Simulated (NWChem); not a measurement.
System: C2H8BNO; SMILES CN(C)BO

The following NWChem deck was run.

```
start job
memory heap 200 mb stack 900 mb global 1100 mb
geometry units angstroms noautosym nocenter noautoz
  B     -0.694664    -0.873071    -0.000311
  H     -1.903933    -0.915170    -0.000865
  O     -0.041907    -2.071034    -0.000282
  H      0.917223    -2.000101     0.000637
  N     -0.062654     0.392796     0.000192
  C      1.360524     0.599232     0.000177
  C     -0.827612     1.613993     0.001338
  H      1.692181     1.166848    -0.889307
  H      1.693111     1.162627     0.892022
  H      1.907556    -0.355550    -0.002492
  H     -0.609208     2.231401     0.893054
  H     -0.607504     2.234010    -0.888123
  H     -1.900842     1.382993     0.000026
end
basis spherical
  * library 6-31g*
end
dft
  xc hfexch
  iterations 150
  mulliken
end
task dft energy
esp
  recalculate
  probe 0.07
  range 0.3
  factor 1.0
  spacing 0.02
end
task esp
```

Geometry: optimised at PBE0/def2-SVP. No frequency run checked for a minimum.

Atomic charges in e: unrestrained fits to the electrostatic potential beside Mulliken populations; buried atoms are poorly determined by the fit.

Atoms are numbered as in the input.

Q: What results follow from this input? (Hartree-Fock/6-31G* (spherical d).) Quantities: ESP B1; Mulliken B1; ESP O3; Mulliken O3; ESP N5; Mulliken N5; ESP C6; Mulliken C6; ESP C7; Mulliken C7; relative RMS misfit of the potential (%).

A: ESP B1: 0.52
Mulliken B1: 0.59
ESP O3: -0.73
Mulliken O3: -0.75
ESP N5: -0.35
Mulliken N5: -0.60
ESP C6: 0.16
Mulliken C6: -0.29
ESP C7: 0.04
Mulliken C7: -0.28
relative RMS misfit of the potential (%): 27
